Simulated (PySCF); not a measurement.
C₅H₁₀N₂: full NMR table

- Formula: C5H10N2
- SMILES: CCN1CCC=N1
- Point group of the computed structure: C1
- Degrees of unsaturation: 2
- Carbon signals: 5
- Proton signals: 5

Molfile (atoms numbered from 1):
```
C5H10N2
     RDKit          3D

 17 17  0  0  0  0  0  0  0  0999 V2000
    2.1649   -0.0856    0.5818 C   0  0  0  0  0  0  0  0  0  0  0  0
    1.3994    0.3489   -0.6717 C   0  0  0  0  0  0  0  0  0  0  0  0
   -0.0287    0.3824   -0.5125 N   0  0  0  0  0  0  0  0  0  0  0  0
   -0.8061   -0.8496   -0.3224 C   0  0  0  0  0  0  0  0  0  0  0  0
   -2.0770   -0.3532    0.3821 C   0  0  0  0  0  0  0  0  0  0  0  0
   -1.6836    1.0763    0.6766 C   0  0  0  0  0  0  0  0  0  0  0  0
   -0.5552    1.4010    0.1915 N   0  0  0  0  0  0  0  0  0  0  0  0
    3.2334    0.0215    0.4165 H   0  0  0  0  0  0  0  0  0  0  0  0
    1.9584   -1.1247    0.8287 H   0  0  0  0  0  0  0  0  0  0  0  0
    1.8746    0.5388    1.4236 H   0  0  0  0  0  0  0  0  0  0  0  0
    1.7010    1.3626   -0.9447 H   0  0  0  0  0  0  0  0  0  0  0  0
    1.6274   -0.3220   -1.5051 H   0  0  0  0  0  0  0  0  0  0  0  0
   -1.0032   -1.3031   -1.2969 H   0  0  0  0  0  0  0  0  0  0  0  0
   -0.2548   -1.5708    0.2922 H   0  0  0  0  0  0  0  0  0  0  0  0
   -2.9501   -0.3841   -0.2730 H   0  0  0  0  0  0  0  0  0  0  0  0
   -2.3137   -0.9079    1.2913 H   0  0  0  0  0  0  0  0  0  0  0  0
   -2.2938    1.7815    1.2053 H   0  0  0  0  0  0  0  0  0  0  0  0
  1  2  1  0
  2  3  1  0
  3  4  1  0
  4  5  1  0
  5  6  1  0
  6  7  2  0
  7  3  1  0
  1  8  1  0
  1  9  1  0
  1 10  1  0
  2 11  1  0
  2 12  1  0
  4 13  1  0
  4 14  1  0
  5 15  1  0
  5 16  1  0
  6 17  1  0
M  END
```

All values are calculated (PySCF 2.14.0 with density-fitted response routines): GFN2-xTB structure, J: B3LYP/pcJ-1 (spin–dipole term only in couplings to heteroatoms), PBE0/pcSseg-1 with gauge-including orbitals. No relativistic terms, no solvent, averaged over atoms made equivalent by symmetry, fast rotation or ring inversion, one conformer.

Scale: 1H, 13C vs TMS; NH3 for 15N (reference shieldings calculated alike).

| carbon | δC, type | δH (multiplicity, J in Hz) | HMBC from (abs. J ≥ 3 Hz) | span of the C tensor (ppm) |
| --- | --- | --- | --- | --- |
| C1 | 9.9, CH3 | 0.92 (t, 7.2) | – | 26 |
| C2 | 47.9, CH2 | 3.53 (q, 7.2) | H8/H9/H10 | 54 |
| C4 | 46.3, CH2 | 3.32 (m) | H11/H12 | 64 |
| C5 | 37.2, CH2 | 2.87 (m) | H17 | 53 |
| C6 | 133.5, CH | 6.08 (tt, 2.5, 1.0) | H13/H14, H15/H16 | 154 |

Other nuclei:
```csv
atoms,nucleus,environment,δ (ppm),σ (ppm)
N7,15N,imine nitrogen,394.9,-127.2
N3,15N,nitrogen bonded to O or N,150.7,117.1
```

Selected couplings (Hz, signed; the shortest-range and largest first, 30 at most; isotopes 13C, 1H, 15N): 1J(C6,H17) 199.2, 1J(C4,H13) 144.7, 1J(C2,H11) 142.3, 1J(C5,H15) 140.0, 1J(C1,H8) 132.3, 1J(C4,C5) 38.5, 1J(C1,C2) 33.8, 1J(C5,C6) 33.5, 1J(N3,N7) -13.7, 1J(C2,N3) -12.2, 1J(C6,N7) -7.4, 1J(N3,C4) -4.6, 2J(N7,H17) -14.1, 2J(C2,N7) -6.0, 2J(N3,C6) -4.0, 2J(N3,C5) -3.1, 2J(C2,C4) 2.9, 2J(C4,N7) 2.2, 2J(C5,N7) 2.0, 2J(N3,H13) -1.7, 2J(C4,C6) 1.1, 3J(H13,H15) 17.0, 3J(H13,H16) 9.9, 3J(N3,H17) -8.3, 3J(H8,H11) 7.2, 3J(C2,C6) 5.3, 3J(N7,H11) -3.6, 3J(N3,H15) -2.6, 3J(H15,H17) 2.5, 3J(N7,H15) -2.3.

Carbon types of the structure: 1 × CH, 3 × CH2, 1 × CH3, which accounts for all hydrogens. δC 133.5: C=N carbon. δC 47.9, 46.3: sp3 CH2 bonded to N; the inductive effect lowers its shielding. δC 37.2: sp3 CH2 in a ring; a saturated carbon with 2 carbon neighbours and no heteroatom attached. δC 9.9: methyl carbon; a saturated carbon with 1 carbon neighbour and no heteroatom attached. δH 3.53, 3.32: hydrogen on an sp3 CH2 bonded to N; its carbon carries N, which withdraws density. The protons at 0.92 and 3.53 share a coupling of 7.2 Hz (vicinal).

Splittings below 1 Hz are ignored in the labels, and close J values are merged. Couplings among chemically equivalent protons are left out too, so labels in AA′BB′ or AA′XX′ sets are apparent multiplicities. Unscaled 3J(H,H) at this level run about 10 % above measured values. Shifts are as computed. Against solution values, carbons near 30 ppm lie about +3 ppm off and those near 130 ppm about +5 ppm. Of 1211 compounds with measured shifts, 218 miss one by over three times the rms of a fit or turn the order of signals round; such compounds aren't used in these exercises. Experimental scales use liquid or dissolved standards, which lie at an offset from isolated NH3 (liquid NH3: subtract about 20 ppm). Unscaled 15N shifts of sp2 nitrogen come out 20 to 40 ppm too high even then. 3J across rotatable bonds or in flexible rings reflects this conformer alone.
